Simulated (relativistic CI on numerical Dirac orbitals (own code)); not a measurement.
## Line list: Forbidden lines, Ta69+

These numbers are calculated, not measured: Dirac-Coulomb-Breit CI, orbitals from a KLI potential per configuration, a model potential for QED, unscaled Slater integrals (own radial code, finite nucleus).

CI space (outside the closed core 1s2): 2s2, 2s.2p, 2p2, 2p.3s, 2p.3p, 2s.3s, 2s.3p, 2s.3d, 2s.4s, 2s.4p, 2s.4d, 2s.4f, 2s.5s, 3s2, 2s.5p, 2s.5d, 2s.5f, 2s.5g, 3s.3p, 3p2. Levels of other configurations are missing.

```csv
λ vac (Å),Lower,Upper,Type,A (s⁻¹),gf,Branching (%)
0.7812,2s.2p 3P°_1 [3],2s.5f 3F°_3 [60],E2,3.73e+12,2.39e-03,2.0
0.8536,2s.2p 3P°_2 [5],2s.5f 3F°_4 [61],E2,4.72e+12,4.64e-03,2.6
0.8589,2s.2p 1P°_1 [6],2s.5f 1F°_3 [63],E2,4.02e+12,3.12e-03,2.3
0.9522,2s.2p 3P°_2 [5],2s.4f 3F°_4 [47],E2,7.00e+12,8.56e-03,2.1
1.1306,2s.2p 3P°_0 [2],2s.3p 3P°_2 [19],E2,6.64e+11,6.36e-04,15.0
1.1341,2s.2p 3P°_1 [3],2s.3p 3P°_2 [19],E2,1.05e+12,1.01e-03,23.8
1.2950,2s.2p 3P°_2 [5],2s.3p 3P°_2 [19],E2,1.03e+12,1.30e-03,23.4
1.3072,2s.2p 1P°_1 [6],2s.3p 3P°_2 [19],E2,3.88e+11,4.97e-04,8.8
1.3530,2s.2p 3P°_2 [5],2s.3p 3P°_0 [13],E2,2.99e+12,8.20e-04,92.6
9.1301,2s.2p 3P°_1 [3],2s.2p 3P°_2 [5],M1,1.19e+10,7.41e-04,99.1
```

Terms are leading LS components. Brackets give the number of a level in order of energy, since labels repeat. The list gives strong lines, with weight on those to low levels, among the lowest 66 of 76 levels, so that lines to higher ones, which can be the strongest, are missing. Levels whose partners in the same complex of configurations lie outside the list can be far off, and so can their lines. Rates are taken at the computed energies, electric ones in the length gauge.

At this charge energies of transitions that change n are usually good to better than 1 %, and those within a shell (Δn = 0) to a few per cent.

LS names give the leading component of a level, which can be under half, so a name can repeat, a term be missing and a line seem to break the LS rules.
